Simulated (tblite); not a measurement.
A tight-binding relaxation on `C=C[SiH2]C/C(=C/Br)CCl`.

Computed with GFN2-xTB geometry optimisation, gas phase (tblite 0.8.0). Start geometry: from a force field or distance geometry. The input is one job of a driver script: a line of settings, then coordinates in Å.

Command:
```bash
OMP_NUM_THREADS=1 python probes_run.py task.json out
```

Input:
```
{"job": {"kind": "relax", "xc": "GFN2-xTB", "basis": "xTB"}, "charge": 0, "multiplicity": 1}
C      2.692800     0.227800    -0.082000
C      2.129700    -0.872200    -0.606000
Si     0.605700    -1.706300    -0.012100
C     -0.949200    -0.801100    -0.633900
C     -1.150800     0.611000    -0.106300
C     -0.867700     1.651400    -0.921500
Br    -1.033800     3.460800    -0.537000
C     -1.678500     0.758300     1.296000
Cl    -3.419700     0.383600     1.325200
H      2.248300     0.762000     0.766600
H      3.599300     0.634300    -0.500300
H      2.606700    -1.376600    -1.434000
H      0.582200    -1.737500     1.479600
H      0.593200    -3.098700    -0.522000
H     -0.916500    -0.800100    -1.720500
H     -1.826800    -1.413700    -0.353700
H     -0.483100     1.504800    -1.922000
H     -1.558000     1.751700     1.703800
H     -1.183500     0.069700     1.985000
```

Output:
```
step      E/eV     max force
  0    -768.33479    1.499
  1    -768.40531    1.030
  2    -768.43320    0.358
  3    -768.44441    0.259
  4    -768.46087    0.290
  5    -768.46894    0.295
  6    -768.47429    0.162
  7    -768.47755    0.142
  8    -768.47988    0.116
  9    -768.48150    0.086
... (69 lines left out)
 79    -768.51565    0.017
 80    -768.51569    0.021
 81    -768.51575    0.021
 82    -768.51581    0.018
 83    -768.51587    0.015
 84    -768.51591    0.016
 85    -768.51595    0.017
 86    -768.51598    0.016
 87    -768.51601    0.012
 88    -768.51603    0.009
```

«max force» is the largest atomic force in eV/Å.

Problem. From which step on does the largest force stay under 0.1 eV/Å, and how much energy is left to gain from there?

Solution. From step 15 (0.094 eV/Å), 27.4 meV above the end.

Main results: energy lowered by 4.2 kcal/mol over 88 steps; largest atomic force 0.009 eV/Å at the end.

Problem. Estimate the wall time. Hardware: Intel Xeon Platinum 8259CL at 2.50 GHz, one thread, shared host with 96 logical CPUs at a one-minute load of 26.

Solution. About 1.7 s.
Labels such as C1 count atoms from 1, the log's own numbers from 0.
